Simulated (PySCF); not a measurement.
[In(NH2)4]- (charge -1).
Bonds: In1–N2, In1–N5, In1–N8, In1–N11. Hydrogens: H3, H4 on N2; H6, H7 on N5; H9, H10 on N8; H12, H13 on N11.

Computed with PBE0-D3(BJ)/def2-SVP geometry optimisation, gas phase, def2 core potentials past Kr in PySCF.

Task: How far are the bound atoms from In1?

Result: 4 atoms: N11 2.143 Å, N8 2.143 Å, N2 2.143 Å, N5 2.144 Å. The nearest atom not counted as bound is H7, at 2.63 Å (others tie with it).

Task: List the angles at In1.

Result: 
| angle | degrees | distance of the outer atoms (Å) |
| --- | --- | --- |
| N2–In1–N11 | 111.9 | 3.55 |
| N5–In1–N11 | 111.9 | 3.55 |
| N5–In1–N8 | 111.9 | 3.55 |
| N2–In1–N8 | 111.5 | 3.54 |
| N2–In1–N5 | 105.0 | 3.40 |
| N8–In1–N11 | 104.8 | 3.39 |

Task: What is the shape at In1?

Result: Distorted tetrahedral: angles from 104.8° to 111.9°; τ4 = (360° − α − β)/141° = 0.97 with α and β the two widest (0 for a square, 1 for a tetrahedron).

Task: What are the other bond lengths?

Result: N2–H3 and 7 like bonds 1.024 Å.

Task: What are the rotational constants (commonest isotopes, rigid rotor)?

Result: A = 2519, B = 2378, C = 2371 MHz: a prolate symmetric top.

Point group: S4 (tolerance 0.08 Å). Charge -1, singlet. No PBE0-D3(BJ)/def2-SVP frequencies stand behind this structure, so it isn't proved a minimum.
